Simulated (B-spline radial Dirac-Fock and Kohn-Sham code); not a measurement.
Magnetic form factor of the 4f shell of Sm⁸⁺

System: the Sm⁸⁺ ion, configuration 1s2 2s2 2p6 3s2 3p6 3d10 4s2 4p6 4d10 4f4 5s2 5p2.

Method: Dirac-Fock orbitals of the configuration average with a finite nucleus. Computed with a radial B-spline solver. ⟨j_K⟩ is the integral of the 4f radial density with the spherical Bessel function j_K(4πsr), s = sin θ/λ.

```tsv
s (Å⁻¹)	⟨j0⟩	⟨j2⟩	⟨j4⟩	⟨j6⟩
0	1.0000	0.0000	0.0000	0.0000
0.05	0.9866	0.0054	0.0000	0.0000
0.1	0.9475	0.0207	0.0002	0.0000
0.15	0.8863	0.0441	0.0010	0.0000
0.2	0.8081	0.0727	0.0029	0.0001
0.25	0.7190	0.1033	0.0064	0.0003
0.3	0.6249	0.1330	0.0117	0.0008
0.35	0.5310	0.1593	0.0189	0.0016
0.4	0.4415	0.1805	0.0276	0.0030
0.45	0.3594	0.1960	0.0375	0.0051
0.5	0.2863	0.2055	0.0479	0.0079
0.6	0.1691	0.2086	0.0682	0.0154
0.7	0.0880	0.1957	0.0847	0.0247
0.8	0.0358	0.1737	0.0957	0.0345
0.9	0.0044	0.1481	0.1011	0.0435
1	-0.0128	0.1225	0.1016	0.0510
1.1	-0.0210	0.0990	0.0984	0.0565
1.2	-0.0236	0.0785	0.0927	0.0600
1.4	-0.0210	0.0471	0.0774	0.0618
1.6	-0.0152	0.0267	0.0611	0.0585
```

Radial moments of the shell: ⟨r²⟩ = 0.7355, ⟨r⁴⟩ = 1.055, ⟨r⁶⟩ = 2.555 in powers of bohr.
